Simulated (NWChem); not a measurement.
System: C3H3N2, doublet; SMILES c1c[c]n[nH]1

The following NWChem deck was run.

```
start job
memory heap 200 mb stack 900 mb global 1100 mb
geometry units angstroms noautoz
  C     -1.206878    -0.050030     0.000000
  N     -0.586409     1.098814     0.000000
  N      0.725937     0.755463     0.000000
  C      0.914436    -0.598728     0.000000
  C     -0.356754    -1.182456     0.000000
  H      1.441356     1.484239     0.000000
  H      1.917373    -1.043072     0.000000
  H     -0.606769    -2.247413     0.000000
end
basis spherical
  C library def2-svp
  N library def2-svp
  H library def2-svp
end
dft
  odft
  mult 2
  xc xtpss03 ctpss03
  iterations 150
  mulliken
end
task dft energy
```

In the optimisation the excess spin sits in a' (Cs, its own frame). Structure relaxed at the PBE-D3(BJ)/def2-SVP, spin-unrestricted level. No stability test was run on the SCF state.

Task: Give the results of this calculation. (TPSS/def2-SVP, spin-unrestricted.) Quantities: energy (Ha); highest occupied level (eV); lowest empty minus highest occupied level, either spin (eV); dipole (D); <S²>.

Result: 
```
Item                                                          Result
-----------------------------------------------------------  -------
energy (Ha)                                                  -225.39
highest occupied level (eV)                                    -6.04
lowest empty minus highest occupied level, either spin (eV)     2.80
dipole (D)                                                      3.14
<S²>                                                           0.756
```
